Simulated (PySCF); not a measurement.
Correlation energy of O²⁺ (oxygen, charge +2)

[He] 2s2 2p2, high-spin 3P determinant. Calculation: PySCF 2.14, in x2c-TZVPPall with one added diffuse shell each of s, p, d type (6s4p3d1f, 40 functions); scalar relativity by spin-free X2C-1e. Frozen: nothing; 6 electrons correlated.

```json
{"level": "CCSD", "correlation energy (mhartree)": "-113.04"}
{"level": "(T)", "correlation energy (mhartree)": "-1.40"}
{"level": "CCSD(T)", "correlation energy (mhartree)": "-114.44"}
```

Diagnostics: T1 = 0.0038, D1 = 0.0097, largest double amplitude 0.121.

Is a single reference adequate?

Mostly. T1 lies below 0.03, but a double amplitude of this size points to a near-degeneracy that CCSD handles and MP2 describes poorly.

This basis was not built for core-valence correlation, so the inner-shell part is incomplete.
